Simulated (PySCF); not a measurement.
# `C=CC(=C)[C@@H]1C[C@H]1F`, C$_{7}$H$_{9}$F

Geometry (Å), atoms numbered from 1 in this order:
```xyz
17

C     1.9672   -0.7181   -1.1272
C     1.7957    0.1545   -0.1411
C     0.5101    0.6555    0.3299
C     0.4409    1.4987    1.3596
C    -0.7088    0.2022   -0.3981
C    -2.0359    0.0196    0.2892
C    -1.2594   -1.1711   -0.1656
F    -1.7176   -1.8707   -1.2455
H     1.1441   -1.1403   -1.6772
H     2.9498   -1.0466   -1.4192
H     2.6567    0.5450    0.3861
H     1.3268    1.8306    1.8737
H    -0.4950    1.8921    1.7166
H    -0.7505    0.5415   -1.4278
H    -2.9276    0.2769   -0.2612
H    -2.1045    0.1879    1.3523
H    -0.7991   -1.8455    0.5455
```

Level of theory: GIAO B3LYP/pcSseg-1 magnetisability, rotational g tensor and spin-rotation constants, non-relativistic, gas phase (PySCF). Geometry: GFN2-xTB.

(1) Give the nuclear spin-rotation constants along the inertial axes (H = +C I·J) beside the isotropic shieldings.

(2) How do the rotational constants and the g tensor change when H9, H10, H11, H12, H13, H14, H15, H16, H17 are replaced by deuterium?

Answers

(1) Rotational constants 2.9446, 1.6639, 1.1211 GHz. A star marks the isotopologue with that one atom substituted, in its own axes.
```csv
atom,isotope,Caa (kHz),Cbb (kHz),Ccc (kHz),mean (kHz),σ (ppm)
F8,19F,1.486,1.007,0.213,0.902,396.6
H9,1H,0.220,-0.147,-0.117,-0.014,25.9
H10,1H,-0.133,0.052,-0.125,-0.069,26.4
H11,1H,0.279,-0.164,-0.113,0.001,25.2
H12,1H,0.217,-0.169,-0.116,-0.023,26.6
H13,1H,-0.193,0.081,-0.130,-0.081,26.7
H14,1H,-0.308,-0.168,0.014,-0.154,29.9
H15,1H,-0.148,-0.156,-0.069,-0.124,30.6
H16,1H,-0.313,-0.058,-0.081,-0.150,31.0
H17,1H,-0.294,-0.175,0.059,-0.136,27.6
C1,13C*,1.217,0.591,0.166,0.658,59.6
C2,13C*,1.426,0.602,0.211,0.746,35.1
C3,13C*,1.414,0.702,0.193,0.770,27.2
C4,13C*,1.171,0.584,0.199,0.651,57.9
C5,13C*,0.485,0.281,0.163,0.310,157.2
C6,13C*,0.372,0.296,0.134,0.267,168.9
C7,13C*,0.559,0.431,0.306,0.432,102.6
```
For the geometry as given, no vibrational averaging.

(2) Constants 2.4305, 1.4927, 0.9910 GHz; g -0.0192, -0.0149, -0.0008, against -0.0222, -0.0171, -0.0009 before.
